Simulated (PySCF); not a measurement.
## Ions at one geometry of LaSF

PySCF 2.14.0, RKS PBE0, La def2-SVP with ECP46, S def2-SVP, F def2-SVP; non-relativistic Hamiltonian with scalar-relativistic core potentials where named; density fitting; no spin-orbit coupling; singlets restricted, open shells unrestricted. The geometry is relaxed for charge 0, singlet, vacuum:

```xyz
3

La   -0.1982    0.0000   -0.4991
S     1.8276    0.0000    0.8567
F    -1.9149    0.0000    0.7635
```

Energies count from the relaxed state; an electron taken off or put on is at rest in vacuum. Charges and spins are Mulliken's.

| state | energy (eV) | spin squared | charge on La1 (e) | spin on La1 (e) | dipole about the centre of mass (D) |
| --- | --- | --- | --- | --- | --- |
| charge 0, singlet, vacuum | 0.00 | 0.00 | 0.80 | 0.00 | 8.56 |
| charge -1, doublet, vacuum | -1.12 | 0.75 | -0.06 | 1.04 | 3.20 |

Question: What does the state charge +1, doublet, vacuum give?

Answer: energy (eV) 7.85, spin squared 0.75, charge on La1 (e) 1.33, spin on La1 (e) 0.02, dipole about the centre of mass (D) 6.14.

With an electron taken off (doublet) the charges change, summed by element, by La +0.53 e, S +0.40 e, F +0.07 e. The vertical ionisation energy is 7.85 eV, against −ε(HOMO) = 5.78 eV of the relaxed state. The level lies 2.1 eV too high, as is usual for semilocal functionals and global hybrids, which keep a self-interaction error.

With an electron put on (doublet) the charges change, summed by element, by La -0.86 e, S -0.11 e, F -0.03 e. The vertical electron affinity is 1.12 eV, against −ε(LUMO) = 2.27 eV of the relaxed state. The basis has no diffuse functions, which an added electron needs. The added electron's level lies above zero.

Open shells may have lower solutions than those found.
